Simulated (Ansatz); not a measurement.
**SbH3 (SMILES [H][Sb]([H])[H]): methods side by side**

SbH3: 4 atoms, total charge 0, spin state singlet. As SMILES, `[H][Sb]([H])[H]`. The shape comes from GFN2-xTB, which is rough for such elements, and wasn't checked as a minimum.

```xyz
4

Sb   -0.0054    0.0070    0.7453
H     1.3628   -0.0310   -0.2384
H    -0.6566    1.1911   -0.2614
H    -0.7008   -1.1671   -0.2455
```

Each level gives the energy change with the Sb1–H3 bond stretched from 1.685 to 2.107 Å (eV). The values are calculated.

```csv
level,kind,program,value (eV),less FCI/STO-3G,CPU time (all runs)
BLYP/STO-3G (restricted),GGA,Ansatz,1.00,-0.01,2.3 s
PBE/STO-3G (restricted),GGA,Ansatz,1.01,0.00,2.4 s
r2SCAN/STO-3G (restricted),meta-GGA,Ansatz,1.12,+0.11,6.1 s
PBE0/STO-3G (restricted),global hybrid,Ansatz,1.15,+0.14,2.4 s
r2SCAN0/STO-3G (restricted),hybrid meta-GGA,Ansatz,1.22,+0.21,6.1 s
B2PLYP/STO-3G (restricted),double hybrid,Ansatz,1.19,+0.18,3.5 s
MP2/STO-3G (restricted),perturbation theory,Ansatz,1.24,+0.23,0.44 s
CCSD/STO-3G (restricted),coupled cluster or CI,Ansatz,1.01,0.00,0.54 s
FCI/STO-3G,exact in the basis,Ansatz,1.01,0.00,0.82 s
```

FCI/STO-3G is exact within its basis and frozen core, so for wave-function methods in that basis the difference is their error; functionals converge differently with the basis, so for them it is only a difference. All-electron rows without a relativistic Hamiltonian named are non-relativistic. The first shape isn't each level's own minimum. The values span 1.00 to 1.24 eV. All rows use very small basis sets, so none should be taken for the real molecule's value. In the correlated wave-function rows the outer d shell of Sb is correlated, in sets not made for it. In so small a basis fixed costs decide the times, and correlated methods can beat functionals. CPU times are rough (shared hosts, several kinds of processor and program).
